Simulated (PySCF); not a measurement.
# Dipole moment and polarisability of `C[C@@H]1C[C@H](F)[S@@]1=O`

Compound: C4H7FOS.
Geometry (GFN2-xTB, Å), atoms numbered from 1 in this order:
```
atom  x, y, z in Å
C1     1.8079   -0.1399   -0.0202
C2     0.4285   -0.1625    0.5841
C3    -0.6813   -0.7964   -0.2549
C4    -1.7441    0.2378    0.0668
F5    -2.5689    0.5848   -0.9511
S6    -0.4224    1.5247    0.5333
O7     0.0425    2.1758   -0.6809
H8     2.1155   -1.1397   -0.3212
H9     2.5358    0.2553    0.6847
H10    1.7960    0.5038   -0.8999
H11    0.4179   -0.5066    1.6172
H12   -0.4343   -0.7319   -1.3153
H13   -0.9374   -1.8283   -0.0106
H14   -2.3562    0.0227    0.9458
```

Level: PBE0/def2-SVPD (PySCF), static field, nuclei fixed, core orbitals frozen in the response. The polarisability tensor in these axes (au):

```
x   76.18 -0.38  0.70
y   -0.38 74.88 -0.49
z    0.70 -0.49 61.79
```

Give the principal values, the mean and the anisotropy Δα = √{½[(α1 − α2)² + (α2 − α3)² + (α1 − α3)²]}.

Principal values 61.74, 74.78 and 76.33 au; mean 70.95 au = 10.51 Å³ = 11.70 × 10⁻⁴⁰ C²·m²/J; Δα = 13.88 au (20 % of the mean).

What is the dipole moment, and where does it point?

(0.46, -3.67, 2.67) D, 4.56 D in size, pointing from the negative to the positive side. Measured along this direction, the outermost atoms are O7 at the negative end and H11 and H13 at the positive end.

What are the principal values of the traceless quadrupole moment, Θ = ½Σq(3rr − r²1), about the centre of nuclear charge?

-3.95, -1.11, 5.06 D·Å. The values depend on the origin, since the dipole doesn't vanish. The electronic extent ⟨r²⟩ about the same centre is 838 bohr², a root-mean-square distance of 1.91 Å for the 64 electrons.

Estimate the molar refractivity from the static electronic polarisability.

Lorentz–Lorenz: R = (4π/3)N_A α = 2.5225 cm³/(mol·Å³) × 10.51 Å³ = 26.5 cm³/mol, in the limit of long wavelengths.

Refractivity n − 1 of an ideal gas of it at 500 K and 1 atm, from the electronic α?

N = p/kT = 1.4678 × 10¹⁹ cm⁻³, so n − 1 = 2π × N × 10.51 × 10⁻²⁴ cm³ = 970 × 10⁻⁶ at long wavelengths, for an ideal gas.

In TDDFT the mean static polarisability is Σ f/ω² over all singlet excitations (ω in hartree). How much of it do the 6 lowest give? Their energies (eV) and oscillator strengths: 5.15, 0.0285; 5.39, 0.0041; 6.17, 0.0479; 6.39, 0.0021; 6.45, 0.0124; 6.90, 0.0285.

They add up to 2.53 au, 3.6 % of the 70.95 au; the largest single term is 0.93 au, from the state at 6.17 eV. Terms in order: 0.79, 0.11, 0.93, 0.04, 0.22, 0.44 au. Higher excitations give the rest. The strengths listed sum to 0.123.

In a dilute gas of rigid molecules at 350 K, how does the orientational term μ²/3kT compare with the electronic polarisability?

In Gaussian units μ²/3kT = 143.35 Å³ against 10.51 Å³, a ratio of 13.64; the Debye molar polarisation (4π/3)N_A(α + μ²/3kT) is 388.1 cm³/mol, leaving out the vibrational part.

Isolated species at its GFN2-xTB geometry (one conformer only).
